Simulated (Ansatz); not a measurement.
Si7⁻. Total charge -1; doublet. Geometry PBE-D4/def2-SVPD.

```
atom    x (Å)    y (Å)    z (Å)
 Si1  -0.7096   0.7011   0.5649
 Si2   0.0792   2.8574   0.6935
 Si3  -0.8563  -1.4675  -0.6045
 Si4   1.3862  -0.4589  -0.4833
 Si5   1.7575   1.2378   1.0244
 Si6  -2.6587  -0.5032   0.4424
 Si7   1.0017  -2.3668  -1.6375
```

The structure comes from a short search, and lower isomers may exist.

(1) Estimate the α-spin orbital energies around the gap (eV) in Ansatz with PBE-D4/def2-SVPD, PBE-D4/def2-TZVPD, r2SCAN-D4/def2-TZVPD, B97M-V/def2-TZVPD, PBE0-D4/def2-TZVPD.

## Answers

(1) 
```tsv
orbital	PBE-D4/def2-SVPD	PBE-D4/def2-TZVPD	r2SCAN-D4/def2-TZVPD	B97M-V/def2-TZVPD	PBE0-D4/def2-TZVPD
HOMO−5	-2.67	-2.65	-2.89	-2.89	-3.58
HOMO−4	-2.50	-2.48	-2.71	-2.69	-3.38
HOMO−3	-2.10	-2.08	-2.28	-2.28	-2.86
HOMO−2	-1.47	-1.48	-1.66	-1.64	-2.22
HOMO−1	-1.27	-1.29	-1.47	-1.43	-2.01
HOMO	-0.59	-0.62	-0.83	-0.71	-1.35
LUMO	0.25	0.20	0.19	0.25	0.75
LUMO+1	1.19	1.12	1.24	1.23	1.74
LUMO+2	1.40	1.32	1.44	1.44	1.93
LUMO+3	1.52	1.45	1.55	1.56	2.07
LUMO+4	1.63	1.55	1.68	1.69	2.20
LUMO+5	2.00	1.89	2.14	2.08	2.56
β HOMO	-1.15	-1.18	-1.33	-1.29	-1.83
β LUMO	-0.11	-0.13	-0.04	-0.11	0.44
```
